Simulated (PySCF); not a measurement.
Computed with B3LYP-D3(BJ)/def2-TZVP (PySCF). Isolated molecules, 0 K electronic values unless said otherwise. B3LYP has the VWN-RPA correlation part, as in Gaussian. 

Reference species (SMILES): `C1(=CC1)N` (neutral, multiplicity 1).

| Property | Result |
|---|---|
| dipole moment | 2.04 D |
| HOMO–LUMO gap | 6.30 eV |
| HOMO | -5.67 eV |

Changed species: `C1=CNC1`.

Task: Predict the effect on the dipole moment, HOMO–LUMO gap and HOMO.

Result: the dipole moment falls by 0.97 D, to 1.07 D; the HOMO–LUMO gap rises by 0.08 eV, to 6.38 eV; the HOMO decreases by 0.32 eV, to -5.99 eV.
